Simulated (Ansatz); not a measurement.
`C[SiH2]CBr` + `C=NC` → `C=NC[SiH2]C` + `CBr`  (formal exchange of groups at the Si–C bond)

Computed with Ansatz on PBE0-D4/def2-TZVP structures; ΔE is electronic, products minus reactants. CCSD(T)/CBS is the MP2 limit (def2-TZVPP, def2-QZVPP) plus CCSD(T) − MP2 in def2-TZVPP, frozen cores. DFT in def2-TZVPP. HSE06 is defined as in plane-wave codes. For Br outer-core shells are correlated without core-valence functions, which leaves a few kJ/mol of doubt a bond. Scalar relativity is left out up to krypton. Each species was taken in one conformer, which may not be the lowest.

```json
{"species": "`C[SiH2]CBr`", "HSE06 energy (Eh)": "-2943.59653"}
{"species": "`C=NC`", "HSE06 energy (Eh)": "-133.81899"}
{"species": "`C=NC[SiH2]C`", "HSE06 energy (Eh)": "-463.68025"}
{"species": "`CBr`", "HSE06 energy (Eh)": "-2613.73449"}
```

Question: Work out ΔE.

Answer: ΔE = (-463.68025) + (-2613.73449) − (-2943.59653) − (-133.81899) = 0.00078 Eh = +0.02 eV. CCSD(T)/CBS gives +0.06 eV.

Question: What do rigid-rotor, harmonic-oscillator terms from PBE0-D4/def2-TZVP frequencies (298.15 K, 1 bar) make of the CCSD(T)/CBS value? (Estimate.)

Answer: Ansatz gave: ΔZPE = -0.01 eV, ΔH = +0.05 eV, ΔS = -8 J/(mol·K), ΔG = +0.08 eV.

Largest T1 diagnostic among the species: 0.011.

Leaving LDA and LC-ωPBE aside and taking each functional with its dispersion term where it has one, the values, not all of them listed here, spread over 0.04 eV, from revPBE-D4 to BHLYP-D4.
